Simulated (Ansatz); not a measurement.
# A ladder of methods for SnH3F (SMILES [F][SnH3])

SnH3F has 5 atoms, charge 0, and is taken as a singlet. SMILES: `[F][SnH3]`. Geometry: relaxed at PBE0-D4/def2-TZVP.

```xyz
5

F    -1.2850    0.7183    1.0050
Sn    0.1004   -0.0659   -0.0790
H    -0.5284   -0.0548   -1.6591
H     0.3189   -1.6265    0.5606
H     1.4441    0.9552    0.1310
```

Quantity: the energy change with the Sn2–H4 bond stretched from 1.701 to 2.126 Å, in eV. The values are calculated.

```
                      level                    kind  program  value (eV)  less FCI/STO-3G
   BLYP/STO-3G (restricted)                     GGA   Ansatz        1.09            -0.05
    PBE/STO-3G (restricted)                     GGA   Ansatz        1.09            -0.05
  B3LYP/STO-3G (restricted)           global hybrid   Ansatz        1.22            +0.08
  BHLYP/STO-3G (restricted)           global hybrid   Ansatz        1.39            +0.25
wB97M-V/STO-3G (restricted)  range-separated hybrid   Ansatz        1.32            +0.18
    MP2/STO-3G (restricted)     perturbation theory   Ansatz        1.34            +0.20
CCSD(T)/STO-3G (restricted)   coupled cluster or CI   Ansatz        1.15            +0.01
   CCSD/STO-3G (restricted)   coupled cluster or CI   Ansatz        1.16            +0.02
                 FCI/STO-3G      exact in the basis   Ansatz        1.14             0.00
```

FCI/STO-3G is exact within its basis and frozen core, so for wave-function methods in that basis the difference is their error; functionals converge differently with the basis, so for them it is only a difference. All-electron rows without a relativistic Hamiltonian named are non-relativistic. The first shape isn't each level's own minimum. The values span 1.09 to 1.39 eV. All rows use very small basis sets, so none should be taken for the real molecule's value. In the correlated wave-function rows the outer d shell of Sn is correlated, in sets not made for it.
